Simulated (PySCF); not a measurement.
K- (potassium, charge -1) across methods

[Ar] 4s2, closed-shell 1S. Calculation: PySCF 2.14, in dyall-av2z (17s13p2d, 66 functions); the non-relativistic Hamiltonian (point nucleus).

```csv
method,E (hartree),mean ε 3s (eV),mean ε 3p (eV),mean ε 4s (eV),Σ⟨r²⟩ (bohr²),⟨S²⟩
UHF,-599.15632,-44.332,-22.719,-0.279,160.2,0.000
LDA,-598.222,-30.988,-14.993,0.667,133.3,0.000
r2SCAN,-599.896,-32.889,-15.907,0.651,138.5,0.000
PBE,-599.724,-31.233,-15.045,0.703,134.5,0.000
PW91,-599.932,-31.258,-15.088,0.699,133.8,0.000
BP86,-599.998,-31.251,-15.069,0.633,132.9,0.000
PBE0,-599.767,-34.695,-17.133,0.366,132.1,0.000
BLYP,-599.940,-30.949,-14.812,0.831,142.7,0.000
CAM-B3LYP,-599.961,-35.969,-18.446,-0.085,132.2,0.000
```

The outer electron is barely bound at this level, so radii and moments hang on the diffuse functions.

The highest occupied level is positive at LDA, r2SCAN, PBE, PW91, BP86, PBE0, BLYP: only the finite basis holds that electron, which in a density functional comes from self-interaction.
